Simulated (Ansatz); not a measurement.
Input for Ansatz (an electronic-structure program): U-CCSD(T)/cc-pVTZ on C3H2 (SMILES [C]=C=C), 2S+1 = 1, a spin state set in the input, which need not be the lowest, at the other state's geometry.

Ansatz 0.2 input:
```yaml
crystal:
  periodic: [false, false, false]
  atoms:
    - {symbol: C, position_ang: [1.46667981, -0.14685368, -0.12837316]}
    - {symbol: C, position_ang: [0.21050938, 0.11109895, -0.05167299]}
    - {symbol: C, position_ang: [-1.12040924, 0.03290411, 0.11800722]}
    - {symbol: H, position_ang: [-1.73822758, 0.91021945, -0.03303813]}
    - {symbol: H, position_ang: [-1.60245207, -0.89311567, 0.40527170]}
basis:
  gaussian:
    orbitals: cc-pVTZ
correlation: {method: ccsd_t, electrons: outside_noble_gas}
scf: {omitted_lower_state_checks: [cluster_reference]}
magnetization: {spin_polarized: true, initial_magnetization: 0}
```

The head of its log:

```
WARN ansatz: RAYON_NUM_THREADS=1 ignored (pool sized by the plan → 1); use --threads N
Functional definition: HF
these checks for a lower state are left out or cut short: cluster_reference
integrals: 0.28 GiB planned
682 factors; integrals over basis functions are off by at most 1.1e-3 eV
mean field: 0.25 GiB planned
mean field evaluation 1: about -3117.4349 eV, gradient 1.6e1 eV
mean field evaluation 2: about -3117.4391 eV, gradient 1.6e1 eV
mean field evaluation 4: about -3119.1413 eV, gradient 2.7e0 eV
mean field evaluation 8: about -3119.2062 eV, gradient 1.6e-1 eV
mean field evaluation 16: about -3119.2130 eV, gradient 6.2e-1 eV
mean field evaluation 32: about -3119.3290 eV, gradient 6.9e-4 eV
mean field evaluation 64: about -3118.8492 eV, gradient 5.1e-6 eV
mean field evaluation 96: about -3119.3283 eV, gradient 6.3e-2 eV
mean field evaluation 128: about -3119.3285 eV, gradient 7.5e-2 eV
mean field -3119.32899741 eV, -114.6332262975 hartree, gradient 3.0e-6 eV, S^2 0.431437; 12 other end points of the search recorded, 0 dependent functions left out
3 core orbitals not correlated
reference -3119.32899741 eV, -114.6332262975 hartree; 7, 7 occupied and 108, 108 virtual orbitals, 682 factors
```

Give the final energy of this run.

-115.1098 hartree (reference determinant -114.6332, T1 diagnostic 0.066). Its determinant has ⟨S²⟩ = 0.43, a mixture of spin states.
